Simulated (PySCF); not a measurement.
Species: C6H6F2.
Numbering: `[F:1][C:2]1=[CH:3][CH2:4][C@H:5]([F:6])[CH:7]=[CH:8]1` (hydrogens: H9 on C3; H10, H11 on C4; H12 on C5; H13 on C7; H14 on C8)

The closed-shell ground state was solved at several levels (PySCF, density fitting, gas phase, non-relativistic). The structure is a single PBE0-D3(BJ)/def2-SVP conformer in the gas phase; no vibrational or solvent corrections.

```tsv
level	basis functions	HOMO (eV)	LUMO (eV)	gap (eV)	dipole (D)
PBE0/pcSseg-1	166	-6.80	-1.39	5.41	2.22
B3LYP/pcJ-1	276	-6.57	-1.57	5.00	2.20
CAM-B3LYP/def2-SVPD	214	-8.12	-0.35	7.77	2.32
```

What might B3LYP/pcSseg-1 (166 basis functions) give for the same quantities?

HOMO -6.58 eV, LUMO -1.58 eV, gap 5.00 eV, dipole 2.19 D.

How far do the dipole and the HOMO energy spread over the levels?

The dipole runs from 2.19 to 2.32 D (mean 2.23 D) and the HOMO from -8.12 to -6.57 eV.
